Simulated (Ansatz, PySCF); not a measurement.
Stretching the C2–H3 bond in C2H6Sn (SMILES [CH3][Sn][CH3]) (multiplicity 1 held, fragments rigid). Energies count from the point at 1.094 Å.
Geometry at that point (charge 0, multiplicity 1):
```xyz
9

Sn     0.1105    -0.0564     0.4115
C      0.4889     1.5448    -1.0685
H     -0.4678     1.9378    -1.4244
H      1.0071     1.1195    -1.9327
H      1.0825     2.3634    -0.6637
C     -1.0545    -1.2560    -1.0381
H     -0.4261    -1.4813    -1.9044
H     -1.9010    -0.6630    -1.3961
H     -1.4257    -2.1881    -0.6143
```

Restricted levels (R-, RO-) in cc, def2 and unpolarised 6-31G sets keep to the state of the molecule at rest. Active spaces are followed from a long bond inwards. Levels need not reach the same state.

Frozen-core correlation. Filled d and f shells under p-block atoms count as core. Rows in 3-21G carry no dispersion term and start afresh at each structure; the Pople sets are all-electron and without relativity.

Programs: Ansatz (a quantum-chemistry and plane-wave program) with Gaussian orbitals; PySCF for 3-21G rows. Values without a source in brackets are computed. In def2 rows elements past Kr take small-core potentials, without spin–orbit coupling.

Energies in kcal/mol.

| R (Å) | R-HF/3-21G | R-B3LYP/def2-TZVPP | R-wB97X-V/def2-TZVPP | CASSCF(2,2)/def2-TZVPP |
|---|---|---|---|---|
| 0.875 | 29.1 | 27.9 | 28.9 | 30.3 |
| 0.984 | 5.4 | 5.5 | 5.8 | 6.5 |
| 1.094 | 0.0 | 0.0 | 0.0 | 0.0 |
| 1.203 | 4.3 | 3.7 | 3.6 | 2.7 |
| 1.312 | 13.5 | 12.0 | 12.2 | 10.1 |
| 1.477 | 31.4 | 28.1 | 29.1 | 24.8 |
| 1.641 | 50.7 | 45.0 | 47.1 | 40.0 |
| 1.914 | 81.7 | 70.3 | 75.0 | 61.7 |
| 2.187 | 108.9 | 90.6 | 98.3 | 77.3 |
| 2.516 | 135.6 | 108.6 | 120.5 | 88.5 |
| 2.953 | 163.0 | 124.6 | 142.1 | 95.2 |
| 3.500 | 187.3 | 136.4 | 160.5 | 97.6 |

Doubts at one or more of the structures used: a restricted determinant that unrestricted orbitals would lower (R-HF/3-21G, R-B3LYP/def2-TZVPP, R-wB97X-V/def2-TZVPP).
